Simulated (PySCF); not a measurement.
**AuI: mean field, correlation and small terms against distance**

State: ¹Σ⁺, singlet, closed shell. RHF-based CCSD(T) in PySCF 2.14 with Au cc-pVTZ-PP with ECP60, I cc-pVTZ-PP with ECP28 and Au cc-pVQZ-PP with ECP60, I cc-pVQZ-PP with ECP28 (frozen core orbitals: 13; scalar-relativistic core potentials). Correlation energies are extrapolated as n⁻³ (n = 3, 4), Hartree–Fock as (n+1)·exp(−9√n). All energies in eV from Au (5d10 6s1) + I.

```json
{"R (Å)": "2.2362", "HF/CBS": "-0.505", "CCSD corr.": "-1.271", "(T)": "-0.1816", "total": "-1.957"}
{"R (Å)": "2.3378", "HF/CBS": "-1.055", "CCSD corr.": "-1.157", "(T)": "-0.1730", "total": "-2.385"}
{"R (Å)": "2.4394", "HF/CBS": "-1.337", "CCSD corr.": "-1.054", "(T)": "-0.1651", "total": "-2.556"}
{"R (Å)": "2.5411", "HF/CBS": "-1.440", "CCSD corr.": "-0.961", "(T)": "-0.1586", "total": "-2.560"}
{"R (Å)": "2.6427", "HF/CBS": "-1.424", "CCSD corr.": "-0.881", "(T)": "-0.1539", "total": "-2.459"}
{"R (Å)": "2.7698", "HF/CBS": "-1.298", "CCSD corr.": "-0.796", "(T)": "-0.1513", "total": "-2.245"}
{"R (Å)": "2.8968", "HF/CBS": "-1.101", "CCSD corr.": "-0.729", "(T)": "-0.1531", "total": "-1.984"}
```

A fit to the total gives Re = 2.4915 Å, De = 2.575 eV, ωe = 211.0 cm⁻¹, Be = 0.03519 cm⁻¹ (masses 196.9666 and 126.9045 u).

Task: At R = 2.5411 Å the CCSD correlation energy is -0.513694 hartree in the smaller basis and -0.562881 in the larger. Extrapolate it.

Result: (4³·E4 − 3³·E3)/(4³ − 3³) = -0.59877 hartree; the larger basis holds 94.0 % of it.

The T1 diagnostic is 0.030, large enough to doubt a single reference. The open-shell atoms are computed with UHF. Spin–orbit coupling, excitations beyond (T) and corrections to the Born–Oppenheimer picture are left out, and spin–orbit coupling matters for open p, d or f shells this heavy.
